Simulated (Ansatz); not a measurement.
Harmonic frequencies (cm⁻¹) at PBE0-D4/def2-TZVP from Ansatz: 103, 120, 219, 328, 448, 468, 619, 681, 752, 829, 868, 914, 962, 1086, 1581, 2171, 2223, 2391, 2402, 3611, 3705.

Each molecule was computed in one conformer, which needn't be the lowest.

Which molecule is it?
A. `[SiH3]NP`
B. `N[SiH2]P`
C. `C1[O][AlH][SiH2]1`
D. `BOCO`

B.
